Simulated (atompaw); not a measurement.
# Hg: PAW (atompaw) pseudisation with PBE, scalar-relativistic reference atom.

- Element: Hg
- Generator: atompaw 4.2.0.5
- Type: PAW
- Functional: PBE
- Relativity: scalar-relativistic
- Frozen core: [Kr] 4d10 4f14 5s2
- Valence charge: 18
- Reference configuration: 5p6 5d10 6s1.75 6p0 (charge +0.25)
- Partial waves: 6s (bound): rc 2.05 bohr; 6s channel at 1.35 Ry: rc 2.05 bohr; 5p (bound): rc 1.20 bohr; 6p (bound, empty): rc 1.45 bohr; 5d (bound): rc 2.05 bohr; 5d channel at 3.95 Ry: rc 2.05 bohr
- Local potential: bessel scheme, radius 2.00 bohr
- Core correction: smooth core density matched at 1.75 bohr
- Augmentation charge: sinc compensation charge, radius 1.90 bohr; PAW radius 2.05 bohr; waves and projectors: custom polynom2 7 10 vanderbiltortho

All-electron outer shells of the reference configuration (PBE, scalar-relativistic, ld1.x):

```json
{"shell": "5s", "level (eV)": "-120.33", "outermost node (bohr)": "0.47", "outermost maximum (bohr)": "0.82"}
{"shell": "4f", "level (eV)": "-98.03", "outermost node (bohr)": "–", "outermost maximum (bohr)": "0.37"}
{"shell": "5p", "level (eV)": "-68.68", "outermost node (bohr)": "0.51", "outermost maximum (bohr)": "0.93"}
{"shell": "5d", "level (eV)": "-12.00", "outermost node (bohr)": "0.55", "outermost maximum (bohr)": "1.17"}
{"shell": "6s", "level (eV)": "-8.71", "outermost node (bohr)": "1.08", "outermost maximum (bohr)": "2.18"}
{"shell": "6p", "level (eV)": "-2.51", "outermost node (bohr)": "1.27", "outermost maximum (bohr)": "3.18"}
```

**Question.** Does the generator finish with these settings?

**Answer.** Yes, a potential is produced.

**Question.** Estimate the cutoffs (Ry, on a coarse ladder) from which the occupation-weighted sum of valence levels, in a spherical-Bessel basis at the reference potential, stays within 10 and 1 mRy of its value at 400 Ry.

**Answer.** 230 Ry and over 300 Ry.

**Question.** What does a ghost test show?

**Answer.** Ghost state, extra bound levels that the all-electron valence spectrum of the same l lacks: s at -939.1 eV. A true bound ghost makes a file unfit for plane-wave use.

**Question.** Is the overlap operator S = 1 + Σ q|β⟩⟨β| positive definite (Bessel basis up to 400 Ry)?

**Answer.** Yes: its lowest eigenvalue is 0.03 (s channel).

**Question.** Which valence shell sets the plane-wave cutoff?

**Answer.** 5p: its level needs 230 Ry to come within 1 mRy, against 25 Ry for 5d.
